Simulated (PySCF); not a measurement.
Compound: C5H13Si2 (doublet state).
Z-matrix (Å and degrees, GFN2-xTB geometry), rows numbered from 1:
```
C 
C   1  1.5400
C   2  1.4850  1  111.81
C   3  1.4405  2  122.81  1    88.31
Si  4  1.9397  3  118.79  2   148.42
C   5  1.9167  4   88.24  3   132.67
Si  6  1.9124  5   92.67  4   -10.55
H   1  1.0882  2  110.66  3  -179.64
H   1  1.0881  2  109.99  3   -59.28
H   1  1.0875  2  110.11  3    60.17
H   2  1.0948  1  108.16  3  -121.49
H   2  1.0940  1  108.42  3   121.43
H   3  1.0793  2  117.23  1   -77.12
H   4  1.0938  3  109.55  2    19.60
H   5  1.4648  4  115.70  3  -108.83
H   5  1.4626  4  112.49  3    18.36
H   6  1.0870  5  113.27  4   106.15
H   6  1.0862  5  115.72  4  -130.54
H   7  1.4648  4  115.93  3   108.23
H   7  1.4619  4  111.79  3   -18.67
```

The hyperfine couplings belong to this conformer and change with its torsions.

The species is `CC[CH]C1[SiH2]C[SiH2]1` [radical].

Method: PySCF, UKS B3LYP, pcH-1 on C H Si, non-relativistic, mean-field spin-orbit, GIAO. One conformer (not necessarily the lowest) at the GFN2-xTB geometry, without solvent, vibrations or thermal averaging. A GFN2-xTB geometry isn't a minimum of the functional, and hyperfine couplings can be far from their values at a DFT geometry. No stability test was run, so a lower SCF solution isn't excluded.

Task: What is the g tensor, term by term?

Result: 
```
                    Δg (ppm)     1     2     3
relativistic mass correction  -159  -159  -159
            gauge correction    -1    -9    29
   orbital Zeeman/spin–orbit  -301    52   435
                       total  -460  -116   305
```

So g = 2.00186, 2.00220, 2.00262 and g_iso = 2.00223; the tensor is rhombic: the two nearest values differ by 45 % of g3 − g1. Axes: g2 points within 8° of the C3–H13 bond.

Task: Average each term over the three axes. Which is largest in size?

Result: The mass correction -159, the orbital-Zeeman/spin–orbit term 62 and the gauge correction 6 ppm, for a total of -90 ppm. The mass correction is the largest in size. The mass correction is the same along every axis, so the anisotropy comes from the other two: their spans along these axes are 38 (gauge) and 735 ppm (orbital Zeeman/spin–orbit).

Task: What effective moment and Curie constant follow for a powder?

Result: With the mean of g² = 4.0089 and S(S+1) = 0.75: μ_eff = √(⟨g²⟩S(S+1)) = 1.734 μB and χT = 0.12505·⟨g²⟩·S(S+1) = 0.376 cm³ K/mol (cgs; spin-Hamiltonian part alone).

Task: At 94.401 GHz, how far is the centre of the isotropic spectrum from where a free electron (g = 2.002319) resonates?

Result: B = hν/(g μB) with μB/h = 13.99624 MHz/mT gives 3368.46 mT for the free electron and 3368.61 mT at g_iso, 0.15 mT higher.

Task: In a frozen sample, at which fields do the three g values resonate at 9.5, 34, 94 and 263 GHz (hyperfine left aside), and which band first spreads them over more than twice a line width of 1.0 mT?

Result: 
```
band    GHz  B(g3) mT  B(g2) mT  B(g1) mT  spread mT
   X    9.5    338.93    339.00    339.06       0.13
   Q   34.0   1213.02   1213.27   1213.48       0.46
   W   94.0   3353.64   3354.35   3354.92       1.28
   J  263.0   9383.06   9385.04   9386.65       3.59
```

The spread grows in proportion to the frequency. J band is the first where it exceeds 2.0 mT.

The largest Mulliken spin populations are on C3 (+0.94), Si7 (+0.11), C4 (-0.08) and C2 (-0.07). C3 is the only atom above +0.15. The angles at C3 add up to 358.4°, so it is nearly planar; its axial dipolar tensor and the negative coupling of its proton fit spin in a p orbital normal to that plane.

The HOMO–LUMO gaps are 4.07 eV among the α and 6.65 eV among the β orbitals.

The run took 2.6 min of wall time (grids of density and orbitals included) on one thread of an Arm Neoverse V1 (shared host), and the process peaked at 1.1 GiB of memory.
